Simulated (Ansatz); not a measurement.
Program: Ansatz. Geometries: PBE0-D4/def2-TZVP. ΔE: electronic, gas phase. CCSD(T)/CBS adds triple-zeta CCSD(T) − MP2 to the extrapolated MP2 energy (def2 sets, frozen cores). This one scheme is used for every species. DFT in def2-TZVPP. HSE06 is defined as in plane-wave codes. Elements past krypton have def2 core potentials. For I, In outer-core shells are correlated without core-valence functions, which leaves a few kJ/mol of doubt a bond. Each species was taken in one conformer, which may not be the lowest.

`[CH3][In]([SH])[Cl]` + HI → `[CH3][In]([Cl])[I]` + H₂S  (ligand exchange at the In–S bond)

```tsv
level	ΔE (kcal/mol)
r2SCAN-D4	-12.5
HSE06-D4	-12.8
```

What does CCSD(T)/CBS give? (An estimate is asked.)

Computed: -13.8 kcal/mol. The listed levels differ from it by 1.3, 1.0 kcal/mol.

Largest T1 diagnostic among the species: 0.012.

From r2SCAN to r2SCAN0 (25 % exact exchange), in def2-TZVPP and without D4, ΔE moves by −0.8 kcal/mol. Leaving LDA and LC-ωPBE aside and taking each functional with its dispersion term where it has one, the values, not all of them listed here, spread over 3.1 kcal/mol, from BHLYP-D4 to B97M-V. LDA lies +1.0 kcal/mol from PBE without D4.
